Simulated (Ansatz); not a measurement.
**One elementary step**

Start structure (SiNH₉O₂, closed shell), relaxed at PBE0-D4/def2-TZVP:

```json
{"atom": "Si1", "x (Å)": "-0.7948", "y (Å)": "-0.4418", "z (Å)": "-0.9729"}
{"atom": "H2", "x (Å)": "0.4399", "y (Å)": "-1.0916", "z (Å)": "-0.4295"}
{"atom": "H3", "x (Å)": "-0.5937", "y (Å)": "0.3603", "z (Å)": "-2.1959"}
{"atom": "H4", "x (Å)": "-1.6261", "y (Å)": "0.1528", "z (Å)": "0.1080"}
{"atom": "O5", "x (Å)": "-1.7010", "y (Å)": "-1.6997", "z (Å)": "-1.6017"}
{"atom": "H6", "x (Å)": "0.8609", "y (Å)": "1.3060", "z (Å)": "0.7916"}
{"atom": "N7", "x (Å)": "0.5608", "y (Å)": "1.4921", "z (Å)": "-0.1624"}
{"atom": "H8", "x (Å)": "1.0755", "y (Å)": "-0.8373", "z (Å)": "1.3683"}
{"atom": "O9", "x (Å)": "1.4113", "y (Å)": "-0.2813", "z (Å)": "2.0817"}
{"atom": "H10", "x (Å)": "-2.0432", "y (Å)": "-2.3418", "z (Å)": "-0.9795"}
{"atom": "H11", "x (Å)": "1.3897", "y (Å)": "1.6532", "z (Å)": "-0.7219"}
{"atom": "H12", "x (Å)": "0.0161", "y (Å)": "2.3456", "z (Å)": "-0.1693"}
{"atom": "H13", "x (Å)": "1.0043", "y (Å)": "-0.6165", "z (Å)": "2.8833"}
```

The step: SiH₄O ([OH][SiH3]) + H₂O + NH₃ → SiNH₅O ([NH2][SiH2][OH]) + H₂O + H₂; bonds formed: Si1–N7, H2–H8, H6–O9; bonds broken: Si1–H2, H6–N7, H8–O9. Program: Ansatz 0.2.0. Basis: def2-TZVPP and def2-QZVPP. Cores are frozen in the correlated methods. Extrapolation: Hartree–Fock as exp(−7.88 √X), correlation as X^−2.97. Energies below are by CCSD(T) at an estimated basis limit (MP2 extrapolated from triple and quadruple zeta, plus CCSD(T) − MP2 in triple zeta).

Question: What are the electronic barrier and the energy of the step, from the start structure to the end structure? (Judge from chemistry; the value comes from the calculation.)

Answer: The calculation gives: Barrier 149.4 kJ/mol; step energy -52.3 kJ/mol (downhill); reverse barrier, their difference, 201.6 kJ/mol. Barrier and step energy count from the start structure, the reverse barrier from the end structure.

The saddle point: One imaginary mode of 1372i cm⁻¹.
```csv
pair,start (Å),saddle (Å),end (Å)
Si1–N7,2.50,1.85,1.74
H2–H8,1.92,1.00,0.75
H6–O9,2.12,1.28,0.98
Si1–H2,1.50,1.95,4.64
H6–N7,1.02,1.22,1.98
H8–O9,0.96,1.23,2.65
```

Zero-point energy (harmonic, PBE0-D4): ZPE is 265.1 kJ/mol at the start and 253.8 kJ/mol at the saddle, so the barrier goes from 149.4 to 138.1 kJ/mol.

No T1 diagnostic of these runs exceeds 0.012.

Labels in which every atom is bracketed show which atoms are joined, not bond orders.

For scale, one of the runs: CCSD(T)/def2-TZVPP, 261 basis functions, launched by `ansatz run in.yaml --threads 8 --pin off --events-out ev --progress --plain --max-ram 19148MiB`. The run took 100 s on 8 CPU threads of an Arm Neoverse V1 (shared host), with 6.4 GiB of host memory at its peak.
